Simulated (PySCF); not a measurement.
Delta-SCF ions had no search for a lower state. Excitations are Tamm–Dancoff values on a coarser integration grid. The basis has no diffuse functions, so Rydberg states are missing or too high.

Cartesian coordinates (Å):
SMILES: [F][Al]([F])[SH]
```xyz
5

F     -1.7703    -1.2592     0.1529
Al    -0.5907    -0.1093     0.0030
F     -1.0205     1.4700    -0.2512
S      1.4923    -0.6923     0.1423
H      1.8892     0.5908    -0.0470
```
Charge 0, multiplicity 1.

Q: Estimate the LUMO, vertical ionisation energy (Delta-SCF) and T1 excitation (TDA) that PBE-D3(BJ)/def2-TZVP run with PySCF 2.14.0 returns for this input.

A: 
```
Quantity                                   Value
--------------------------------------  --------
LUMO                                    -2.05 eV
vertical ionisation energy (Delta-SCF)  10.78 eV
T1 excitation (TDA)                      4.81 eV
```
